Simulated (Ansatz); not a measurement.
Relaxation of C2H5AlSi (9 atoms, charge 0, multiplicity 1), to a largest force component of 0.02 eV/Å in at most 50 steps.

Computed with Ansatz, UKS PBE0-D4/cc-pVDZ.

```xyz
9
Properties=species:S:1:pos:R:3:forces:R:3
C 0.362 0.836 -1.107 0.21 -1.17 0.10
C -0.069 0.061 0.108 -0.58 -0.74 1.55
Si 0.151 -1.721 0.554 1.27 0.10 -2.54
Al -0.944 -0.060 1.862 -0.52 1.35 0.35
H 0.829 0.174 -1.837 0.23 0.01 -0.46
H -0.487 1.323 -1.590 -0.34 0.10 0.02
H 1.084 1.615 -0.849 0.15 0.18 0.25
H 0.837 -2.775 -0.273 0.32 0.56 -0.90
H -0.044 -2.812 1.474 -0.74 -0.39 1.64
```

Problem. Where does it end, and by what steps?

Solution. It converged. After 8 steps the energy has fallen by 1.289 eV; Al4 moved furthest, 0.47 Å.

```csv
step,energy less start (eV),largest force component (eV/Å),accepted
0,0.0000,2.538,yes
1,-0.6565,1.545,yes
2,-1.1307,1.099,yes
3,-1.1300,2.494,no
4,-1.2350,0.310,yes
5,-1.2740,0.146,yes
6,-1.2870,0.113,yes
7,-1.2880,0.055,yes
8,-1.2885,0.014,yes
```

```xyz
9
Properties=species:S:1:pos:R:3
C 0.340 0.700 -0.997
C -0.044 -0.162 0.182
Si 0.295 -1.854 0.328
Al -1.026 0.400 1.833
H 0.850 0.162 -1.812
H -0.550 1.187 -1.434
H 1.007 1.521 -0.680
H 1.000 -2.749 -0.645
H -0.154 -2.563 1.567
```

Time of the run: 40 s on 2 threads of Intel(R) Xeon(R) Platinum 8488C (Sapphire Rapids) (shared host), peak memory 0.26 GiB.
